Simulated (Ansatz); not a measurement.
Compare A (`[CH3][GeH2][F]`) with its isomer B (`F[CH2][GeH3]`).

Calculated with Ansatz (gas phase, PBE0-D4/def2-TZVP geometries, no zero-point term in ΔE). CCSD(T)/CBS adds triple-zeta CCSD(T) − MP2 to the extrapolated MP2 energy (def2 sets, frozen cores). DFT in def2-TZVPP. B3LYP here is the variant with VWN-RPA as its local correlation; programs differ in this. For Ge outer-core shells are correlated without core-valence functions, which leaves a few kJ/mol of doubt a bond. Scalar relativity is left out up to krypton.

Q: Which is lower in electronic energy at CCSD(T)/CBS, and by how much? (Estimate.)

A: Computed: A, by 179.1 kJ/mol.

Q: Give E(B) − E(A) in kJ/mol with B3LYP-D4, MP2/def2-TZVPP, CCSD(T)/def2-TZVPP, CCSD(T)/def2-SVP, BLYP-D4, B2PLYP, PBE0-D4. (Best estimate.)

A: Computed: B3LYP-D4 171.6, MP2/def2-TZVPP 189.1, CCSD(T)/def2-TZVPP 177.9, CCSD(T)/def2-SVP 169.6, BLYP-D4 167.7, B2PLYP 178.8, PBE0-D4 170.5. None reverses the order clearly.

Q: Does the order hold for the free energy at 298.15 K (harmonic terms from PBE0-D4)? (Best estimate.)

A: Computed: Yes: G(B) − G(A) = +174.3 kJ/mol.

Largest T1 diagnostic: 0.011.

Leaving LDA and LC-ωPBE aside and taking each functional with its dispersion term where it has one, the values, not all of them listed here, spread over 15.0 kJ/mol, from PBE-D4 to PBE-QIDH. LDA lies −6.1 kJ/mol from PBE without D4. At CCSD(T), def2-SVP lies −9.5 kJ/mol from the extrapolated value and def2-TZVPP −1.2 kJ/mol.
